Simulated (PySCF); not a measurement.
Molecule: SMILES [SiH3][SiH]([SiH3])[SiH3], H$_{10}$Si$_{4}$.

Geometry (Å), atoms numbered from 1 in this order:
```xyz
14

Si   -0.039    2.107   -0.781
Si    0.077    0.166    0.530
Si    1.903   -1.133   -0.160
Si   -1.898   -1.058    0.220
H     1.197    2.934   -0.627
H    -0.176    1.709   -2.216
H    -1.227    2.930   -0.395
H     0.235    0.535    1.975
H     3.184   -0.389    0.039
H     1.750   -1.451   -1.613
H     1.961   -2.415    0.609
H    -1.905   -2.286    1.072
H    -3.096   -0.227    0.555
H    -1.985   -1.467   -1.216
```

Geometry PBE0-D3(BJ)/def2-SVP throughout; GIAO in PySCF, gas phase, one conformer, non-relativistic; equivalent atoms averaged; basis pcSseg-1.

**Question.** How do the absolute shieldings σ depend on the functional? (ppm; last column core-seconds on shared hosts with different chips, so compare them loosely)

**Answer.** 
| functional | kind | Si1/Si3/Si4 | Si2 | H5/H6/H7/H9/H10/H11/H12/H13/H14 | H8 | core-s |
| --- | --- | --- | --- | --- | --- | --- |
| HF | Hartree–Fock | 483.6 | 514.3 | 28.22 | 28.92 | 6.3 |
| LDA | LDA | 432.5 | 460.2 | 26.94 | 27.23 | 11 |
| PBE | GGA | 440.5 | 470.3 | 27.44 | 27.86 | 15 |
| BLYP | GGA | 427.5 | 449.4 | 27.71 | 28.15 | 14 |
| BP86 | GGA | 438.2 | 467.2 | 27.51 | 27.94 | 15 |
| OPBE | GGA | 458.4 | 494.3 | 27.49 | 27.94 | 15 |
| KT2 | GGA | 465.0 | 493.2 | 27.47 | 27.86 | 15 |
| KT3 | GGA | 463.0 | 489.8 | 27.74 | 28.19 | 15 |
| B97-D | GGA | 445.4 | 471.0 | 27.79 | 28.27 | 15 |
| B3LYP | global hybrid | 438.9 | 463.7 | 27.78 | 28.28 | 12 |
| PBE0 | global hybrid | 453.7 | 486.6 | 27.58 | 28.07 | 20 |
| mPW1PW91 | global hybrid | 450.5 | 483.6 | 27.66 | 28.16 | 12 |
| WP04 | global hybrid | 422.7 | 442.3 | 28.41 | 28.92 | 11 |
| B97-2 | global hybrid | 455.0 | 486.6 | 27.76 | 28.28 | 11 |
| BHandHLYP | global hybrid | 455.2 | 482.3 | 27.92 | 28.49 | 10 |
| CAM-B3LYP | range-separated hybrid | 446.4 | 472.9 | 27.76 | 28.27 | 15 |
| wB97X-D | range-separated hybrid | 454.3 | 488.7 | 27.74 | 28.26 | 15 |
| LC-wPBE | range-separated hybrid | 460.6 | 498.3 | 27.76 | 28.30 | 20 |

**Question.** Which nucleus moves most, in ppm?

**Answer.** Si2 (silicon bonded to 3 Si, H): from 442.3 ppm with WP04 to 514.3 ppm with HF. The smallest spread is 1.47 ppm, at H5/H6/H7/H9/H10/H11/H12/H13/H14.
